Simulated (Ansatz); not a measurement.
Consider the atomization: `ClC[SiH2]Br` → Br• + C• + Cl• + 4 H• + Si•.

Program: Ansatz. Geometries: PBE0-D4/def2-TZVP. ΔE: electronic, gas phase. CBS: MP2 limit from def2 TZ/QZ plus the TZ coupled-cluster correction, frozen cores. This one scheme is used for every species, atoms too. No spin–orbit coupling; open shells (•) take unrestricted orbitals. Spin–orbit coupling would lower the free atoms: a little for C, Cl, Si; clearly for Br. Bonds to Br are less sure, by a few kJ/mol each and by 10 to 20 or more in all where they break to atoms, as the def2 sets lack core-valence functions. Scalar relativity is left out up to krypton. One conformer a species, not always the lowest.

| species | CCSD(T)/def2-TZVPP energy (Eh) |
| --- | --- |
| `ClC[SiH2]Br` | -3361.97340 |
| Br• | -2572.66165 |
| C• | -37.78103 |
| Cl• | -459.66464 |
| H• | -0.49981 |
| Si• | -288.92770 |

Task: Work out ΔE.

Result: ΔE = 4 × (-0.49981) + (-2572.66165) + (-37.78103) + (-459.66464) + (-288.92770) − (-3361.97340) = 0.93914 Eh = +2465.7 kJ/mol. CCSD(T)/CBS gives +2543.9 kJ/mol.

Largest T1 diagnostic among the species: 0.012.

From PBE to PBE0 (25 % exact exchange), in def2-TZVPP and without D4, ΔE moves by −18.6 kJ/mol: exact exchange takes away binding that semilocal exchange gives to molecules. The D4 term adds +34.0 kJ/mol with B3LYP and +17.7 kJ/mol with PBE0; it sums over pairs of atoms, weighted by their polarisabilities, and B3LYP, whose exchange is more repulsive, gets the larger term.

B3LYP here is the variant with VWN-RPA as its local correlation; programs differ in this.

For atomizations the MP2-based limit and the directly extrapolated one differ by several kJ/mol either way, and by 10 to 25 for some Ge, Se and Sn compounds, so smaller differences from it don't rank the levels.
